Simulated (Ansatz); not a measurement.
Basis sets compared for `CC(F)(F)C(F)(F)C(F)(F)C(F)(F)C(F)(F)C(F)(F)C(F)(F)C(F)(F)C(F)(F)C(F)(F)C(F)(F)C(C)(F)F`. Total charge 0; singlet. Geometry PBE-D4/def2-SVP. Ansatz on 2 threads of AMD EPYC 7R13 on a shared host and a share (18 GiB) of an NVIDIA H100 80GB HBM3; times are rough, and most runs start from earlier orbitals.

```xyz
44

C    -4.502   -3.141   -4.608
C    -3.060   -2.691   -4.566
F    -2.238   -3.782   -4.633
F    -2.768   -1.893   -5.640
C    -2.629   -1.914   -3.272
F    -1.279   -1.955   -3.169
F    -3.167   -2.556   -2.195
C    -3.056   -0.412   -3.227
F    -4.368   -0.319   -3.596
F    -2.312    0.293   -4.102
C    -2.983    0.301   -1.822
F    -3.324    1.595   -2.055
F    -3.908   -0.256   -1.011
C    -1.593    0.278   -1.102
F    -0.618    0.528   -2.009
F    -1.412   -0.955   -0.571
C    -1.480    1.348    0.037
F    -1.342    2.570   -0.517
F    -2.625    1.320    0.766
C    -0.315    1.142    1.082
F    -0.369    2.226    1.895
F    -0.586    0.033    1.807
C     1.127    1.028    0.497
F     1.267   -0.183   -0.088
F     1.285    1.992   -0.446
C     2.319    1.238    1.510
F     3.444    0.993    0.791
F     2.313    2.532    1.899
C     2.325    0.325    2.774
F     2.024   -0.943    2.387
F     1.367    0.761    3.625
C     3.680    0.222    3.565
F     4.575   -0.453    2.802
F     3.393   -0.540    4.660
C     4.348    1.537    4.062
C     5.499    1.287    5.010
F     3.386    2.299    4.666
F     4.790    2.220    2.961
H    -4.709   -3.810   -3.753
H    -5.186   -2.276   -4.571
H    -4.655   -3.694   -5.553
H     6.262    0.658    4.515
H     5.944    2.264    5.275
H     5.139    0.781    5.923
```

Single mean-field runs in def2-SVP, def2-mTZVP are fitted with def2-universal-jkfit.

Binding counts from free atoms (C triplet, F doublet, H doublet) in the same basis, without a counterpoise term.

```
                           level  functions  energy (Eh)  HOMO (eV)  LUMO (eV)  binding per atom (eV)  wall time
                       HF/STO-3G        196   -2880.1266      -9.71      10.56                   3.01      4.4 s
                        HF/6-31G        354   -2919.1371     -14.84       3.51                   2.47      4.6 s
                     HF/def2-SVP        562   -2917.7654     -14.51       4.21                   3.04      5.5 s
r2SCAN-D4/def2-SVP (with forces)        562   -2929.8182      -8.43      -0.90                   4.59        7 s
```

Task: Estimate the rows for r2SCAN-D4/def2-mTZVP.

Result: 
| level | functions | energy (Eh) | HOMO (eV) | LUMO (eV) | binding per atom (eV) | wall time |
| --- | --- | --- | --- | --- | --- | --- |
| r2SCAN-D4/def2-mTZVP | 740 | -2933.2478 | -8.64 | -1.26 | 4.44 | 6.5 s |
